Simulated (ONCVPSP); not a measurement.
# What the settings do to the ONCV potential of caesium (Cs)

Base potential:

* Element: Cs
* Generator: ONCVPSP 4.0.1
* Type: optimised norm-conserving Vanderbilt (ONCV)
* Functional: PBE
* Relativity: fully relativistic
* Frozen core: [Kr] 4d10
* Valence charge: 9
* Reference configuration: 5s2 5p6 6s1
* Partial waves: 5s+6s: rc 3.20 bohr, ncon 5, nbas 9, qcut 4.4 1/bohr, 2 projectors; 5p: rc 2.60 bohr, ncon 5, nbas 9, qcut 6.6 1/bohr, 2 projectors, debl 0.6 Ha; d scattering state at 0.1 Ha: rc 2.65 bohr, ncon 5, nbas 9, qcut 4 1/bohr, 2 projectors, debl 0.7 Ha
* Local potential: polynomial inside 1.95 bohr (lpopt 5, dvloc0 1 Ha)
* Core correction: Teter function, fcfact 2.75, rcfact 1.45

Open shells are filled in proportion to 2j + 1.

In the d channel the program set the typed energies aside and used 0.050, 0.750 Ha (j = l + 1/2; the other j can differ).

Cutoffs, loose and tight: the cutoffs (Ha) at which the residual kinetic energy of the hardest occupied pseudo-wave falls to 1 and 0.1 mHa per electron. They do not see the model core or the augmentation charge, which bear on the density cutoff. Test errors are all-electron minus pseudo excitation energies from the reference, over the configurations 5s2 5p6 6s0; 5s2 5p6 6s0.5; 5s2 5p6 6s0 6p1; 5s2 5p5 6s1. A dash means not determined; rows that change the core or the reference have their own tests.

```tsv
change	outcome	cutoff, loose	cutoff, tight	bound ghosts	GHOST(+) flags above zero	largest test error (meV)
base	generated, projector energies reset by the program	12 Ha	15 Ha	none	s	-4.4
core correction none	generated, projector energies reset by the program	12 Ha	15 Ha	none	s	+1.9
d: qcut 2.5	generated, projector energies reset by the program	12 Ha	15 Ha	none	s	-4.4
d: qcut 4.8	generated, projector energies reset by the program	12 Ha	15 Ha	none	s	-4.4
```

**Question.** What comes out with this change to the base: core correction Teter function, fcfact 7.3, rcfact 1.45?

**Answer.** outcome: generated, projector energies reset by the program; cutoff, loose: 12 Ha; cutoff, tight: 15 Ha; bound ghosts: none; GHOST(+) flags above zero: s; largest test error (meV): -13.
